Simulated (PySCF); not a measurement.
Al(Me)(OH)(SMe) (C2H7AlOS), SMILES [S](C)[Al]([CH3])[OH].

Coordinates come from a TPSSh-D3(BJ)/def2-SVP optimisation. The values are those of a single conformer.

Calculation: TDDFT-ωB97X/def2-SVPD (PySCF).

Vertical excitations. The molecule is in vacuum. State labels are in the subgroup Cs.

| state | symmetry | energy (eV) | λ (nm) | f | main pairs |
|---|---|---|---|---|---|
| S1 | A" | 5.85 | 212 | 0.015 | HOMO→LUMO 42 %, HOMO→LUMO+2 32 %, HOMO→LUMO+3 10 % |
| S2 | A" | 6.20 | 200 | 0.039 | HOMO→LUMO+2 43 %, HOMO→LUMO 34 %, HOMO→LUMO+6 7 % |
| S3 | A' | 6.41 | 193 | 0.055 | HOMO→LUMO+1 83 % |
| S4 | A" | 6.90 | 180 | 0.001 | HOMO−1→LUMO+1 90 % |
| S5 | A' | 7.14 | 174 | 0.259 | HOMO−1→LUMO 69 % |
| S6 | A' | 7.32 | 169 | 0.022 | HOMO−1→LUMO+2 69 % |
| S7 | A' | 7.72 | 161 | 0.089 | HOMO−2→LUMO 70 % |
| S8 | A" | 7.75 | 160 | 0.044 | HOMO−3→LUMO 40 %, HOMO→LUMO+3 23 %, HOMO−2→LUMO+1 13 % |
| S9 | A" | 7.89 | 157 | 0.012 | HOMO−2→LUMO+1 45 %, HOMO→LUMO+4 28 %, HOMO→LUMO+3 15 % |
| S10 | A" | 8.00 | 155 | 0.039 | HOMO−3→LUMO 30 %, HOMO−2→LUMO+1 29 %, HOMO→LUMO+4 11 %, HOMO→LUMO+7 6 % |
| T1 | A" | 5.51 | 225 | 0 | HOMO→LUMO+2 55 %, HOMO→LUMO 13 % |
| T2 | A' | 5.74 | 216 | 0 | HOMO→LUMO+1 91 % |
| T3 | A" | 5.93 | 209 | 0 | HOMO→LUMO 56 %, HOMO→LUMO+2 13 %, HOMO→LUMO+3 11 %, HOMO→LUMO+6 10 % |
| T4 | A' | 6.50 | 191 | 0 | HOMO−1→LUMO 37 %, HOMO−1→LUMO+2 26 %, HOMO−1→LUMO+7 7 %, HOMO−1→LUMO+3 7 % |
Triplets are in the Tamm–Dancoff approximation, which puts them higher than full response would, so one can lie above its singlet here.
